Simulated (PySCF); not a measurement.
Si2BH5OF2

The system: Si2BH5OF2, a small molecule; neutral, singlet. The structure, one conformer, was relaxed in the gas phase by PBE0-D3(BJ)/def2-SVP. No frequency run checks that it is a minimum.

SMILES: O[Si](F)(F)B[SiH3]

Coordinates in Å:
```
Si1     1.422   -0.116    0.279
F2      2.866    0.431   -0.207
F3      1.443   -1.683   -0.132
B4     -0.161    0.777   -0.538
Si5    -1.930   -0.170   -0.608
O6      1.305    0.053    1.906
H7     -0.053    1.871   -1.037
H8     -1.864   -0.924   -1.908
H9     -2.127   -1.163    0.491
H10    -3.104    0.753   -0.662
H11     2.081   -0.086    2.457
```

Shieldings: GIAO PBE0/pcSseg-2. Shifts are against computed references at the same level: H TMS (σ 31.24 ppm), Si TMS (σ 341.3 ppm). Core levels by delta-SCF with SCAN, pcX-2 on the ionised atom and pcseg-1 elsewhere, spin-free X2C (2p3/2 is the spin-free 2p value less a third of a first-order spin-orbit splitting); from the vacuum level, for chosen atoms.

(1) Give the NMR and core-level values of the distinct atoms.

(2) By CAM-B3LYP/def2-SVPD (TDDFT singlets, Tamm-Dancoff triplets, ionisation by delta-SCF), where does absorption start, and what does vertical ionisation take?

Answers

(1) 
```tsv
atoms	bonded to	σ (ppm)	δ (ppm)	core level (eV)
Si1	1 B + 2 F + 1 O	396.6	-55.3	2p3/2 108.94
F2	1 Si	311.1	-	1s 692.56
F3	1 Si	300.1	-	1s 692.54
B4	2 Si + 1 H	-48.2	-	-
Si5	1 B + 3 H	435.3	-94.0	-
O6	1 Si + 1 H	271.7	-	1s 539.36
H7	1 B	18.34	12.90	-
H8 H9 H10	1 Si	27.22	4.02	-
H11	1 O	28.76	2.49	-
```

Values are those of this one static structure, with the three H of a rotating XH3 group averaged; atoms that internal rotation interchanges would show their mean in an NMR spectrum.

Core levels of B4 are left out, their hole states being strongly spin-contaminated.

(2) The first singlet with intensity lies at 4.67 eV (f 0.003); what lies below it is dark. The lowest singlet lies at 3.65 eV (f 0.000), the strongest of the first 6 at 6.34 eV (f 0.080), the lowest triplet at 2.87 eV; vertical ionisation takes 10.79 eV.
